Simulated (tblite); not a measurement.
C6H8F (charge +1).
Atom-mapped SMILES: `[F:1][CH2:2][C@H:3]1[CH:4]=[CH:5][CH+:6][CH2:7]1` (hydrogens: H8, H9 on C2; H10 on C3; H11 on C4; H12 on C5; H13 on C6; H14, H15 on C7)
Bond orders are those of one Lewis drawing.

Computed with GFN2-xTB (tblite), gas phase: Langevin dynamics at 300 K from the optimised GFN2-xTB geometry, time step 0.5 fs, friction 0.01 fs⁻¹, 2000 steps. The instantaneous temperature is 2·E(kin)/(3Nk) with all 3N coordinates.

```csv
t (fs),T (K),E(pot) above start (eV),F1–C2 (Å),C2–C3 (Å),C3–C4 (Å),C4=C5 (Å),C5–C6 (Å),C2–H8 (Å),F1–C2–C3–C4 (°)
0,239,0.000,1.359,1.552,1.469,1.379,1.386,1.094,-64
25,168,0.340,1.353,1.512,1.476,1.386,1.376,1.121,-54
50,204,0.294,1.327,1.566,1.478,1.385,1.378,1.077,-50
75,188,0.342,1.368,1.546,1.494,1.393,1.385,1.102,-49
100,126,0.421,1.421,1.520,1.499,1.381,1.383,1.109,-46
125,207,0.276,1.374,1.542,1.496,1.383,1.382,1.100,-57
150,116,0.472,1.325,1.567,1.492,1.380,1.362,1.070,-53
175,211,0.345,1.337,1.517,1.488,1.374,1.395,1.110,-61
200,211,0.352,1.391,1.585,1.518,1.374,1.420,1.145,-68
225,213,0.491,1.376,1.563,1.516,1.350,1.452,1.099,-69
250,312,0.343,1.357,1.570,1.455,1.353,1.413,1.033,-65
275,252,0.386,1.351,1.569,1.485,1.337,1.390,1.067,-57
300,219,0.573,1.387,1.521,1.465,1.339,1.362,1.152,-58
325,396,0.437,1.371,1.558,1.478,1.367,1.369,1.182,-65
350,374,0.394,1.314,1.603,1.483,1.399,1.369,1.084,-70
375,287,0.480,1.340,1.552,1.462,1.427,1.342,1.034,-60
400,206,0.727,1.382,1.530,1.471,1.396,1.310,1.040,-55
425,359,0.467,1.393,1.519,1.486,1.425,1.322,1.138,-64
450,273,0.566,1.373,1.553,1.490,1.446,1.346,1.149,-72
475,238,0.578,1.353,1.635,1.494,1.467,1.384,1.114,-77
500,276,0.548,1.372,1.524,1.474,1.441,1.418,1.018,-67
525,339,0.435,1.390,1.485,1.489,1.389,1.408,1.070,-63
550,326,0.400,1.361,1.590,1.483,1.363,1.378,1.133,-56
575,275,0.507,1.344,1.542,1.406,1.358,1.401,1.129,-60
600,307,0.518,1.346,1.624,1.453,1.345,1.392,1.085,-59
625,349,0.432,1.377,1.520,1.505,1.346,1.418,1.083,-52
650,349,0.633,1.391,1.550,1.469,1.373,1.435,1.088,-56
675,432,0.367,1.340,1.614,1.442,1.374,1.399,1.123,-65
700,378,0.596,1.338,1.658,1.440,1.396,1.392,1.097,-67
725,435,0.421,1.344,1.513,1.515,1.387,1.411,1.068,-63
750,384,0.358,1.379,1.565,1.469,1.370,1.388,1.081,-58
775,302,0.433,1.358,1.560,1.430,1.404,1.382,1.101,-61
800,243,0.380,1.343,1.576,1.446,1.404,1.382,1.101,-62
825,222,0.364,1.351,1.547,1.502,1.380,1.365,1.121,-65
850,262,0.237,1.378,1.522,1.477,1.385,1.374,1.089,-62
875,220,0.503,1.361,1.518,1.472,1.388,1.407,1.100,-66
900,230,0.533,1.321,1.628,1.491,1.389,1.408,1.106,-60
925,248,0.664,1.288,1.559,1.488,1.376,1.417,1.112,-59
950,305,0.511,1.387,1.601,1.458,1.376,1.428,1.072,-61
975,247,0.527,1.433,1.576,1.429,1.365,1.409,1.049,-64
1000,330,0.487,1.395,1.550,1.444,1.366,1.385,1.105,-52
```

Q: From 500 fs on, how do temperature and potential energy compare with equipartition?

A: The mean temperature of these 21 frames is 308 K against the target 300 K, and the mean potential energy 0.47 eV against 39 × kT/2 = 0.50 eV for 39 classical harmonic modes. For 15 atoms in a canonical ensemble the temperature itself scatters by T·√(2/(3N)) = 63 K; here its standard deviation is 63 K. The whole run lasts only 10 friction times of 100 fs, so these averages carry a wide statistical error.

Q: What are the kinetic and total energies of the listed frame with the highest potential energy?

A: The one at 400 fs, 0.727 eV above the start. Its kinetic energy is 3NkT/2 = 0.398 eV at 206 K, so the sum is 1.13 eV; over the listed frames the sum runs from 0.46 to 1.33 eV, since the thermostat adds and removes energy.

Q: How much do the listed bonds fluctuate from 500 fs on?

A: 
```
 bond  at the start (Å)  mean (Å)  standard deviation (Å)
F1–C2             1.359     1.362                   0.030
C2–C3             1.552     1.563                   0.043
C3–C4             1.469     1.466                   0.028
C4=C5             1.379     1.380                   0.021
C5–C6             1.386     1.400                   0.018
C2–H8             1.094     1.092                   0.027
```

The motion is classical and holds no zero-point motion.

The cost below is that of the whole dynamics run. On Intel Xeon Platinum 8375C at 2.90 GHz, one thread (shared host), this took 10 s wall and 0.18 GiB of memory at its peak.
